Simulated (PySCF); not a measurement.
Radial density of Mg (magnesium, neutral)

UHF, [Ne] 3s1 3d1, high-spin 3D determinant (an excited configuration). All numbers are calculated (PySCF 2.14, scalar relativity by spin-free X2C-1e, in aug-cc-pVTZ-DK (6s5p3d2f, 50 functions)).

| r (bohr) | 4πr²ρ (e/bohr) | 4πr²(ρα − ρβ) |
| --- | --- | --- |
| 0.00188 | 0.05300 | 0.0001 |
| 0.00316 | 0.1401 | 0.0002 |
| 0.00531 | 0.3658 | 0.0005 |
| 0.00893 | 0.9279 | 0.0014 |
| 0.0150 | 2.232 | 0.0033 |
| 0.0253 | 4.882 | 0.0072 |
| 0.0425 | 9.092 | 0.0129 |
| 0.0715 | 12.94 | 0.0156 |
| 0.120 | 12.11 | 0.0061 |
| 0.202 | 7.780 | -0.0025 |
| 0.340 | 9.035 | 0.0346 |
| 0.572 | 10.83 | 0.0433 |
| 0.962 | 4.817 | 0.0031 |
| 1.62 | 0.7632 | 0.2396 |
| 2.72 | 0.4401 | 0.4330 |
| 4.58 | 0.2873 | 0.2873 |
| 7.70 | 0.1195 | 0.1195 |
| 13.0 | 0.0001088 | 0.0001 |

Densities and radii are taken from the X2C orbitals without a picture-change correction, which distorts them close to the nucleus.

The outer electron is Rydberg-like, and this basis confines it to a smaller radius and binds it less than a complete one would.

Where is the radial spin density 4πr²(ρα − ρβ) most negative, and why is it negative at all?

Around r = 0.202 bohr, down to -0.0025 e/bohr: exchange with the open shell polarises the paired shells in an unrestricted calculation.
